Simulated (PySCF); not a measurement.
Mg(iPr)(OH) (C3H8MgO), SMILES C[CH](C)[Mg][OH]. The structure is a stationary point at PBE-D3(BJ)/def2-SVP. One conformer was computed; it need not be the lowest.

Q: Give the equilibrium geometry at PBE-D3(BJ)/def2-SVP (PySCF confirms it by a frequency run) as bond lengths and angles, and its point group. (The exact figures need the calculation; the answer reports its results.)

A: This is not unique; one that fits is point group Cs.
Atoms: Mg1 C2 C3 C4 H5 H6 H7 H8 H9 H10 H11 O12 H13. Bonds (Å): Mg1–C2 2.129, Mg1–O12 1.798, C2–C3 1.537, C2–C4 1.537, C2–H5 1.115, C3–H6 1.117, C3–H7 1.112, C3–H8 1.111, C4–H9 1.111, C4–H10 1.117, C4–H11 1.112, O12–H13 0.963. Angles (°): C2–Mg1–O12 175.5, Mg1–C2–C3 112.2, Mg1–C2–C4 112.2, Mg1–C2–H5 105.1, C3–C2–C4 111.2, C3–C2–H5 107.8, C4–C2–H5 107.8, C2–C3–H6 111.6, C2–C3–H7 112.2, C2–C3–H8 112.9, H6–C3–H7 106.0, H6–C3–H8 106.7, H7–C3–H8 107.0, C2–C4–H9 112.9, C2–C4–H10 111.6, C2–C4–H11 112.2, H9–C4–H10 106.7, H9–C4–H11 107.0, H10–C4–H11 106.0, Mg1–O12–H13 152.6.
